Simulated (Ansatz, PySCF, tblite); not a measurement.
Potential energy curve for H5NSi, SMILES [SiH3]N. The Si1–N5 bond (Si1 also carries H, H, H; N5 carries H, H) is varied alone, starting from the PBE0/def2-TZVP optimised geometry.

- UKS-B3LYP/LANL2DZ = unrestricted B3LYP/LANL2DZ, with its core potentials past Ne (PySCF)
- GFN2-xTB, 300 K electronic temperature (tblite)
- UKS-B3LYP = unrestricted B3LYP/cc-pVTZ (Ansatz, an electronic-structure program)
- RCCSD = Ansatz with CCSD on RHF/cc-pVTZ, frozen core

Energies are in kcal/mol, each relative to the lowest point of its own curve near equilibrium.

```json
[
 {"R / Å": "1.37", "UKS-B3LYP/LANL2DZ": "89.6", "GFN2-xTB": "(withheld)", "UKS-B3LYP": "79.4", "RCCSD": "80.6"},
 {"R / Å": "1.46", "UKS-B3LYP/LANL2DZ": "44.7", "GFN2-xTB": "47.0", "UKS-B3LYP": "37.5", "RCCSD": "37.9"},
 {"R / Å": "1.56", "UKS-B3LYP/LANL2DZ": "16.6", "GFN2-xTB": "13.2", "UKS-B3LYP": "12.4", "RCCSD": "12.3"},
 {"R / Å": "1.63", "UKS-B3LYP/LANL2DZ": "6.2", "GFN2-xTB": "3.4", "UKS-B3LYP": "3.8", "RCCSD": "3.7"},
 {"R / Å": "1.70", "UKS-B3LYP/LANL2DZ": "1.2", "GFN2-xTB": "0.1", "UKS-B3LYP": "0.3", "RCCSD": "0.2"},
 {"R / Å": "1.72", "UKS-B3LYP/LANL2DZ": "0.5", "GFN2-xTB": "0.0", "UKS-B3LYP": "0.0", "RCCSD": "0.0"},
 {"R / Å": "1.76", "UKS-B3LYP/LANL2DZ": "0.0", "GFN2-xTB": "(withheld)", "UKS-B3LYP": "0.2", "RCCSD": "(withheld)"},
 {"R / Å": "1.81", "UKS-B3LYP/LANL2DZ": "(withheld)", "GFN2-xTB": "2.6", "UKS-B3LYP": "1.7", "RCCSD": "2.0"},
 {"R / Å": "1.87", "UKS-B3LYP/LANL2DZ": "(withheld)", "GFN2-xTB": "6.3", "UKS-B3LYP": "(withheld)", "RCCSD": "5.4"},
 {"R / Å": "1.97", "UKS-B3LYP/LANL2DZ": "9.5", "GFN2-xTB": "14.3", "UKS-B3LYP": "12.3", "RCCSD": "13.4"},
 {"R / Å": "2.12", "UKS-B3LYP/LANL2DZ": "22.7", "GFN2-xTB": "28.3", "UKS-B3LYP": "26.5", "RCCSD": "28.5"},
 {"R / Å": "2.31", "UKS-B3LYP/LANL2DZ": "41.3", "GFN2-xTB": "46.5", "UKS-B3LYP": "45.8", "RCCSD": "49.2"},
 {"R / Å": "2.64", "UKS-B3LYP/LANL2DZ": "71.6", "GFN2-xTB": "74.9", "UKS-B3LYP": "76.1", "RCCSD": "81.4"},
 {"R / Å": "2.87", "UKS-B3LYP/LANL2DZ": "85.8", "GFN2-xTB": "90.2", "UKS-B3LYP": "90.1", "RCCSD": "98.5"},
 {"R / Å": "3.06", "UKS-B3LYP/LANL2DZ": "91.6", "GFN2-xTB": "99.5", "UKS-B3LYP": "95.7", "RCCSD": "108.6"},
 {"R / Å": "3.43", "UKS-B3LYP/LANL2DZ": "95.8", "GFN2-xTB": "110.5", "UKS-B3LYP": "99.7", "RCCSD": "—"},
 {"R / Å": "3.86", "UKS-B3LYP/LANL2DZ": "97.0", "GFN2-xTB": "116.3", "UKS-B3LYP": "100.9", "RCCSD": "—"},
 {"R / Å": "4.22", "UKS-B3LYP/LANL2DZ": "97.4", "GFN2-xTB": "—", "UKS-B3LYP": "101.2", "RCCSD": "—"},
 {"R / Å": "4.64", "UKS-B3LYP/LANL2DZ": "97.5", "GFN2-xTB": "—", "UKS-B3LYP": "101.5", "RCCSD": "—"},
 {"R / Å": "5.26", "UKS-B3LYP/LANL2DZ": "97.6", "GFN2-xTB": "—", "UKS-B3LYP": "101.7", "RCCSD": "—"},
 {"R / Å": "6.09", "UKS-B3LYP/LANL2DZ": "97.7", "GFN2-xTB": "—", "UKS-B3LYP": "101.7", "RCCSD": "—"}
]
```

Question: Fill in the missing entries.

Answer: 
- 1.37, GFN2-xTB: 112.5
- 1.76, GFN2-xTB: 0.6
- 1.76, RCCSD: 0.3
- 1.81, UKS-B3LYP/LANL2DZ: 0.7
- 1.87, UKS-B3LYP/LANL2DZ: 3.0
- 1.87, UKS-B3LYP: 4.8

A dash means that the run gave no value there, or that the column was ended at a point which the program doubted or which failed a test of continuity chosen for this set; such a test can also cut sound points.

The unrestricted determinant behind UKS-B3LYP/LANL2DZ, UKS-B3LYP is spin-contaminated at 2.87 to 6.09 Å (<S²> up to 1.0, against 0.00 for a pure singlet). The T1 diagnostic of CCSD on the restricted reference of RCCSD exceeds 0.045 at 3.06 to 4.64 Å.
